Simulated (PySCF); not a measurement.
SnH3F, SMILES [SnH3][F]. Geometry: B3LYP-D3(BJ)/def2-TZVP. The def2 effective core potentials stand for the cores of Sn; spin–orbit coupling is left out.

Calculation: B3LYP-D3(BJ)/def2-TZVP in PySCF.

Harmonic wavenumbers (cm⁻¹): 503, 503, 595, 694, 694, 706, 1945, 1956, 1956. Rotational constants (GHz): 61.40, 7.518, 7.518; symmetry number 3.

### Question
Work out the zero-point energy and the ideal-gas rigid-rotor harmonic-oscillator thermochemistry at 298.15 K and 1 atm.

### Answer
ZPE = ½ Σ hcν = ½ × 9552 cm⁻¹ = 57.14 kJ/mol. H − E(el) = 69.54 kJ/mol. Entropy in J/(mol K): translation 170.44, rotation 83.14, vibration 11.26, total 264.84. G − E(el) = -9.42 kJ/mol. Cp = 58.66 J/(mol K).
